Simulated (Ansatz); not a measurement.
A basis-limit estimate, worked out

An elementary step of BH4SO2F, singlet (BH₂O₂F ([OH][B]([OH])[F]) + H₂S → BH₃SO₂ ([OH][B]([OH])[SH]) + HF; bonds formed: B1–S6, F2–H5; bonds broken: B1–F2, H5–S6). “Start” is the structure reached by relaxing down from the saddle towards the reactants; PBE0-D4/def2-TZVP structures. The saddle:

```
atom    x (Å)    y (Å)    z (Å)
  B1  -0.2073  -0.0688   0.2739
  F2   0.0662   1.4957  -0.2270
  O3  -1.5628  -0.2451   0.3947
  O4   0.6241  -0.3847   1.3128
  H5   0.5237   0.9034  -1.1250
  S6   0.6384  -0.6569  -1.5072
  H7  -2.0925   0.1817  -0.2796
  H8   0.1412  -0.4520   2.1406
  H9   1.8691  -0.7733  -0.9832
```

Computed with Ansatz 0.2.0 (basis: def2-TZVPP and def2-QZVPP); correlated methods freeze the cores.

Energies in eV:

| quantity | saddle | start |
| --- | --- | --- |
| Hartree–Fock, triple zeta (X = 3) | -18338.59922 | -18341.37563 |
| Hartree–Fock, quadruple zeta (X = 4) | -18339.24296 | -18342.03537 |
| MP2 correlation, X = 3 | -28.57389 | -27.60311 |
| MP2 correlation, X = 4 | -30.96382 | -29.96967 |
| CCSD(T) correlation, X = 3 | -30.25732 | -29.40729 |

Q: Work out the barrier at the basis limit: extrapolate Hartree–Fock as E(X) = E∞ + A exp(−7.88 √X) and the MP2 correlation as E(X) = E∞ + B X^−2.97 (the exponents that Neese and Valeev fitted for def2-TZVPP and QZVPP), then add CCSD(T) − MP2 in triple zeta.

A: Each step is linear, so take the differences first (saddle − start): Hartree–Fock 2.77641 (X = 3) and 2.79241 (X = 4); MP2 correlation -0.97078 and -0.99415; CCSD(T) correlation -0.85003.
Two points give E∞ = E(4) + w [E(4) − E(3)], with w = 1/(exp(7.88 (2 − √3)) − 1) = 0.1377 for Hartree–Fock and w = 1/((4/3)^2.97 − 1) = 0.7407 for the correlation.
Hartree–Fock: 2.79241 + 0.1377 × 0.01600 = 2.7946 eV.
MP2 correlation: -0.99415 + 0.7407 × (-0.02337) = -1.0115 eV.
CCSD(T) − MP2: -0.85003 − (-0.97078) = 0.1208 eV.
Sum: 2.7946 + (-1.0115) + 0.1208 = 1.9039 eV, or 43.90 kcal/mol. Plain CCSD(T) in triple zeta gives 1.9264 eV, so the larger basis shifts the result by -0.0225 eV.

T1 diagnostic: at most 0.013.

Labels in which every atom is bracketed show which atoms are joined, not bond orders.

For scale, one of the runs: CCSD(T)/def2-TZVPP, 222 basis functions, launched by `ansatz run in.yaml --threads 4 --pin off --events-out ev --progress --plain --max-ram 9574MiB`. Time: 66 s of wall clock on 4 CPU threads of an Intel Xeon Platinum 8259CL; the host was shared. Peak host memory: 3.7 GiB.
